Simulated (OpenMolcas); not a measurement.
# What dynamic correlation does to the levels of Zn+

```
Program             : OpenMolcas
Basis               : ANO-RCC-VQZP [7s6p4d3f2g1h]
Scalar Hamiltonian  : DKH2, point nucleus
Active space        : 1 electron in 4 orbitals (4s 4p)
State averaging     : 2S+1 = 2 even, 1 root; 2S+1 = 2 odd, 3 roots
Spin-orbit coupling : state interaction with AMFI integrals over the reference wave functions, term energies averaged over their components
```

Methods on the same reference wave functions:
A. CASSCF
B. SS-CASPT2, IPEA 0.25 Eh, imaginary shift 0.1 Eh (closed shells correlated: 3d)

Energies in cm⁻¹ above 4s ²S_1/2, the measured ground level; measured values from NIST Handbook of Basic Atomic Spectroscopic Data.

```tsv
Level	A	B	Measured
4s ²S_1/2	0.0	0.0	0.0
4p ²P°_1/2	45290	49067	48481
4p ²P°_3/2	45981	49759	49355
```

Deviations, from unrounded energies. A percentage is the sum of absolute deviations over the sum of measured energies, with the sign that they share, or ± where signs differ.

| Against measurement | Levels | A | B |
| --- | --- | --- | --- |
| mean absolute deviation (cm-1) | 2 | 3300 | 500 |
| other configurations (%) | 2 | -6.7 | +1.0 |

B lies closest to measurement on these levels. The largest miss of B in the table is 4p ²P°_1/2, by +590 cm-1. The ranking rests on the paired levels alone, and a cruder setting can come out closer through cancelling errors.

The lowest spin-free term lies below A's lowest term by 0.509 hartree in B.

With one active electron the reference holds no correlation, so core polarisation is missing (holds for A). With one active electron, CASPT2 adds the correlation within the correlated inactive shells and between them and that electron, and leaves the splitting within a term as the reference gives it (holds for B). Computed and measured levels are paired by configuration, term and J; levels that our copy of the source lacks, or whose pairing is in doubt (as where it misses far off the trend of its configuration), stay unpaired and out of the deviations. Only configurations of the active space appear.

° marks odd parity.
